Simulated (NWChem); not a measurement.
System: NiHOCl, triplet; SMILES [OH][Ni][Cl]

NWChem input:

```
start job
memory heap 200 mb stack 900 mb global 1100 mb
geometry units angstroms
  Ni    -0.191469    -0.144937     0.241441
  Cl     0.885556     0.664997    -1.117197
  O     -1.152687    -0.863011     1.455690
  H     -1.701831    -1.251704     2.129915
end
basis spherical
  * library def2-svp
end
dft
  odft
  mult 3
  xc pbe0
  iterations 150
  convergence damp 70 ncydp 30 lshift 0.3 ncysh 40
end
driver
  maxiter 120
end
task dft optimize
task dft freq
```

NWChem printed, in part:

```
             Northwest Computational Chemistry Package (NWChem) 7.3.0
             --------------------------------------------------------

 C1  symmetry detected

 AUTOZ failed to generate good internal coordinates.
 Cartesian coordinates will be used in optimizations.

                             Geometry "geometry" -> ""
                             -------------------------

 Output coordinates in angstroms (scale by  1.889725989 to convert to a.u.)

  No.       Tag          Charge          X              Y              Z
 ---- ---------------- ---------- -------------- -------------- --------------
    1 Ni                  28.0000    -0.00140726     0.30028904    -0.00052622
    2 Cl                  17.0000     0.00091360    -1.61331145     0.00043406
    3 O                    8.0000     0.00067202     2.00732240     0.00140541
    4 H                    1.0000     0.01849579     2.95962226    -0.00388799

 Effective nuclear repulsion energy (a.u.)     232.9305485265

                           NWChem Geometry Optimization
                           ----------------------------

 maximum gradient threshold         (gmax) =   0.000450
 rms gradient threshold             (grms) =   0.000300
 maximum cartesian step threshold   (xmax) =   0.001800
 rms cartesian step threshold       (xrms) =   0.001200
 fixed trust radius                (trust) =   0.300000
 source of zmatrix                         =

          -------------------
          Energy Minimization
          -------------------

 Using diagonal initial Hessian

          --------
          Step   0

                                 NWChem DFT Module
                                 -----------------

 Summary of "ao basis" -> "ao basis" (spherical)
 ------------------------------------------------------------------------------
       Tag                 Description            Shells   Functions and Types
 ---------------- ------------------------------  ------  ---------------------
 Ni                         def2-svp                11       31   5s3p2d1f
 Cl                         def2-svp                 8       18   4s3p1d
 O                          def2-svp                 6       14   3s2p1d
 H                          def2-svp                 3        5   2s1p

            General Information
            -------------------
          SCF calculation type: DFT
          Wavefunction type:  spin polarized.
          No. of atoms     :     4
          No. of electrons :    54
           Alpha electrons :    28
            Beta electrons :    26
          Charge           :     0
          Spin multiplicity:     3
          Use of symmetry is: off; symmetry adaption is: off
          Maximum number of iterations: 150
          AO basis - number of functions:    68
                     number of shells:    28
          Convergence on energy requested:  1.00D-06
          Convergence on density requested:  1.00D-05
          Convergence on gradient requested:  5.00D-04

              XC Information
              --------------
                         PBE0 Method XC Functional
                     Hartree-Fock (Exact) Exchange  0.250
          PerdewBurkeErnzerhof Exchange Functional  0.750
            Perdew 1991 LDA Correlation Functional  1.000 local
           PerdewBurkeErnz. Correlation Functional  1.000 non-local

             Grid Information
             ----------------
          Grid used for XC integration:  medium
          Radial quadrature: Mura-Knowles
          Angular quadrature: Lebedev.
          Tag              B.-S. Rad. Rad. Pts. Rad. Cut. Ang. Pts.
          ---              ---------- --------- --------- ---------
          Ni                  1.35      112           9.0       590
          Cl                  1.00       88          12.0       590
          O                   0.60       49          10.0       434
          H                   0.35       45          11.0       434
          Grid pruning is: on
          Number of quadrature shells:   294
          Spatial weights used:  Erf1

      Superposition of Atomic Density Guess
      -------------------------------------

 Sum of atomic energies:       -2041.11251561

      Non-variational initial energy
      ------------------------------

 Total energy =   -2041.017897
 1-e energy   =   -3295.894217
 2-e energy   =    1021.945771
 HOMO         =      -0.394667
 LUMO         =      -0.394663

[...]

      ----------------------
      Optimization converged
      ----------------------

  Step       Energy      Delta E   Gmax     Grms     Xrms     Xmax
  ---- ---------------- -------- -------- -------- -------- --------
@    4   -2043.51518749 -2.0D-06  0.00038  0.00015  0.00083  0.00168
                                     ok       ok       ok       ok

                         Geometry "geometry" -> "geometry"
                         ---------------------------------

 Output coordinates in angstroms (scale by  1.889725989 to convert to a.u.)

  No.       Tag          Charge          X              Y              Z
 ---- ---------------- ---------- -------------- -------------- --------------
    1 Ni                  28.0000    -0.00167809     0.35319362     0.00040894
    2 Cl                  17.0000     0.00111372    -1.72815676     0.00002540
    3 O                    8.0000    -0.00001613     2.03675448     0.00096474
    4 H                    1.0000     0.01925466     2.99213091    -0.00397383

 Effective nuclear repulsion energy (a.u.)     222.4952338165

 ==============================================================================
                                internuclear distances
 ------------------------------------------------------------------------------
       center one      |      center two      | atomic units |  angstroms
 ------------------------------------------------------------------------------
    2 Cl               |   1 Ni               |     3.93319  |     2.08135
    3 O                |   1 Ni               |     3.18147  |     1.68356
    4 H                |   3 O                |     1.80579  |     0.95558
 ------------------------------------------------------------------------------
                         number of included internuclear distances:          3
 ==============================================================================

[second-derivative integrals and response iterations left out]

  Vibrational analysis via the FX method

  See chapter 2 in "Molecular Vibrations" by Wilson, Decius and Cross

  Vib: Default input used

 ---------------------------- Atom information ----------------------------
     atom    #        X              Y              Z            mass
 --------------------------------------------------------------------------
    Ni       1 -3.1711322D-03  6.6743916D-01  7.7279220D-04  5.7935300D+01
    Cl       2  2.1046183D-03 -3.2657427D+00  4.8001892D-05  3.4968850D+01
    O        3 -3.0479011D-05  3.8489079D+00  1.8230918D-03  1.5994910D+01
    H        4  3.6386039D-02  5.6543075D+00 -7.5094586D-03  1.0078250D+00
 --------------------------------------------------------------------------

[unprojected Hessian and modes left out]

        Vibrational analysis via the FX method
  --- with translations and rotations projected out ---
  --- via the Eckart algorithm                      ---
 Projected Nuclear Hessian trans-rot subspace norm:3.0914D-33
                         (should be close to zero!)

[projected Hessian left out]

 Rotational Constants
 --------------------
 A= ********** cm-1  (********** K)
 B=   0.090214 cm-1  (  0.129795 K)
 C=   0.090214 cm-1  (  0.129795 K)

 Temperature                      =   298.15K
 frequency scaling parameter      =   1.0000

 Zero-Point correction to Energy  =    7.953 kcal/mol  (  0.012675 au)
 Thermal correction to Energy     =   10.750 kcal/mol  (  0.017131 au)
 Thermal correction to Enthalpy   =   11.342 kcal/mol  (  0.018075 au)

 Total Entropy                    =   60.802 cal/mol-K
   - Translational                =   39.982 cal/mol-K (mol. weight = 109.9069)
   - Rotational                   =   14.579 cal/mol-K (symmetry #  =        1)
   - Vibrational                  =    6.241 cal/mol-K

 Cv (constant volume heat capacity) =   11.806 cal/mol-K
   - Translational                  =    2.979 cal/mol-K
   - Rotational                     =    2.979 cal/mol-K
   - Vibrational                    =    5.847 cal/mol-K

[normal modes left out]

 ----------------------------------------------------------------------------
 Normal Eigenvalue ||           Projected Infra Red Intensities
  Mode   [cm**-1]  || [atomic units] [(debye/angs)**2] [(KM/mol)] [arbitrary]
 ------ ---------- || -------------- ----------------- ---------- -----------
    1     -191.338 ||    0.102969           2.376       100.379      15.664
    2       -0.000 ||    0.055200           1.274        53.812       8.397
    3       -0.000 ||    0.000779           0.018         0.760       0.119
    4       -0.000 ||    0.001351           0.031         1.317       0.206
    5       -0.000 ||    0.000234           0.005         0.228       0.036
    6        0.000 ||    0.000758           0.017         0.739       0.115
    7        0.000 ||    0.000000           0.000         0.000       0.000
    8      149.898 ||    0.050170           1.157        48.908       7.632
    9      166.727 ||    0.099802           2.303        97.291      15.182
   10      417.434 ||    0.026162           0.604        25.504       3.980
   11      812.233 ||    0.125928           2.905       122.761      19.157
   12     4019.826 ||    0.325470           7.509       317.284      49.512
 ----------------------------------------------------------------------------

 ===============================================================================
      Negative Nuclear Hessian Mode    1  Eigenvalue =   -191.34 cm**(-1)
 -------------------------------------------------------------------------------
   Raw step length:  0.508 angstroms ;  The Raw step for this mode is:
    1 Ni                  28.0000    -0.01329969     0.00000934     0.00288225
    2 Cl                  17.0000     0.01348403    -0.00014588    -0.00292337
    3 O                    8.0000    -0.01257502     0.00090160     0.00273715
    4 H                    1.0000     0.49625334    -0.00978471    -0.10769485

  Geometry after  100.0% step for mode  1; Step length =  0.508 angstroms
   Maximum component (any atom: x,y, or z) displacement:  0.938
    1 Ni                  28.0000    -0.01497778     0.35320297     0.00329119
    2 Cl                  17.0000     0.01459775    -1.72830263    -0.00289797
    3 O                    8.0000    -0.01259114     2.03765608     0.00370189
    4 H                    1.0000     0.51550801     2.98234620    -0.11166869

  Geometry after -100.0% step for mode  1; Step length =  0.508 angstroms
   Maximum component (any atom: x,y, or z) displacement:  0.938
    1 Ni                  28.0000     0.01162160     0.35318428    -0.00247331
    2 Cl                  17.0000    -0.01237031    -1.72801088     0.00294877
    3 O                    8.0000     0.01255889     2.03585288    -0.00177241
    4 H                    1.0000    -0.47699868     3.00191561     0.10372102

  Geometry after   50.0% step for mode  1; Step length =  0.254 angstroms
   Maximum component (any atom: x,y, or z) displacement:  0.469
    1 Ni                  28.0000    -0.00832793     0.35319829     0.00185007
    2 Cl                  17.0000     0.00785573    -1.72822969    -0.00143628
    3 O                    8.0000    -0.00630364     2.03720528     0.00233331
    4 H                    1.0000     0.26738134     2.98723855    -0.05782126

  Geometry after  -50.0% step for mode  1; Step length =  0.254 angstroms
   Maximum component (any atom: x,y, or z) displacement:  0.469
    1 Ni                  28.0000     0.00497175     0.35318895    -0.00103218
    2 Cl                  17.0000    -0.00562830    -1.72808382     0.00148709
    3 O                    8.0000     0.00627138     2.03630368    -0.00040384
    4 H                    1.0000    -0.22887201     2.99702326     0.04987359

  Geometry after   21.3% step for mode  1; Step length =  0.108 angstroms
   Maximum component (any atom: x,y, or z) displacement:  0.200
    1 Ni                  28.0000    -0.00451450     0.35319561     0.00102364
    2 Cl                  17.0000     0.00398944    -1.72818787    -0.00059806
    3 O                    8.0000    -0.00269799     2.03694677     0.00154849
    4 H                    1.0000     0.12509011     2.99004413    -0.02694181

  Geometry after  -21.3% step for mode  1; Step length =  0.108 angstroms
   Maximum component (any atom: x,y, or z) displacement:  0.200
    1 Ni                  28.0000     0.00115832     0.35319163    -0.00020575
    2 Cl                  17.0000    -0.00176201    -1.72812565     0.00064887
    3 O                    8.0000     0.00266573     2.03656220     0.00038099
    4 H                    1.0000    -0.08658079     2.99421768     0.01899414

  Geometry after   10.7% step for mode  1; Step length =  0.054 angstroms
   Maximum component (any atom: x,y, or z) displacement:  0.100
    1 Ni                  28.0000    -0.00309630     0.35319462     0.00071629
    2 Cl                  17.0000     0.00255158    -1.72817231    -0.00028633
    3 O                    8.0000    -0.00135706     2.03685063     0.00125661
    4 H                    1.0000     0.07217239     2.99108752    -0.01545782

  Geometry after  -10.7% step for mode  1; Step length =  0.054 angstroms
   Maximum component (any atom: x,y, or z) displacement:  0.100
    1 Ni                  28.0000    -0.00025989     0.35319262     0.00010160
    2 Cl                  17.0000    -0.00032415    -1.72814120     0.00033713
    3 O                    8.0000     0.00132480     2.03665834     0.00067286
    4 H                    1.0000    -0.03366306     2.99317430     0.00751015
```

Level: PBE0/def2-SVP, spin-unrestricted. The spin multiplicity was typed, not searched, and may not be the lowest. The optimisation ended at a saddle point (imaginary frequency).
